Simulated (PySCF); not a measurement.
Compound: 2,4-difluoropyridine, C5H3F2N.
SMILES: `Fc1ccnc(F)c1`

The closed-shell ground state was solved at several levels (PySCF, density fitting, gas phase, non-relativistic). Geometry: PBE0-D3(BJ)/def2-SVP; no solvent, vibrations or thermal averaging.

```csv
level,basis functions,total energy (Eh),HOMO (eV),LUMO (eV),gap (eV),dipole (D)
B3LYP/pcJ-0,113,-445.9177,-7.90,-1.40,6.50,2.25
CAM-B3LYP/pcJ-1,246,-446.5980,-9.26,-0.04,9.22,2.12
BHandHLYP/pcJ-1,246,-446.5387,-8.94,-0.12,8.82,2.17
CAM-B3LYP/def2-SVPD,190,-446.2882,-9.29,-0.14,9.15,2.09
LDA/pcJ-1,246,-443.3491,-6.94,-2.31,4.63,2.07
B3LYP/pcJ-1,246,-446.7722,-7.78,-1.34,6.44,2.07
```

**Question.** Estimate the row for PBE/pcJ-1, a basis of 246 functions; the other rows only guide the guess.

**Answer.** Total energy -446.2931 Eh, HOMO -6.77 eV, LUMO -2.01 eV, gap 4.76 eV, dipole 1.98 D.

**Question.** Over all these levels, which gives the widest orbital gap and which the narrowest?

**Answer.** CAM-B3LYP/pcJ-1 (range-separated hybrid) has the widest, 9.22 eV, and LDA/pcJ-1 (LDA) the narrowest, 4.63 eV. The two share the basis. From the narrowest to the widest the HOMO moves by -2.32 eV and the LUMO by +2.27 eV.

**Question.** In the pcJ-1 basis, how does the gap go with the fixed share of exact exchange?

**Answer.** LDA (0 %) 4.63 eV; PBE (0 %) 4.76 eV; B3LYP (20 %) 6.44 eV; BHandHLYP (50 %) 8.82 eV. Each rise in the share widens the gap here.

**Question.** How far do the dipole and the HOMO energy spread over the levels?

**Answer.** The dipole runs from 1.98 to 2.25 D (mean 2.11 D) and the HOMO from -9.29 to -6.77 eV.
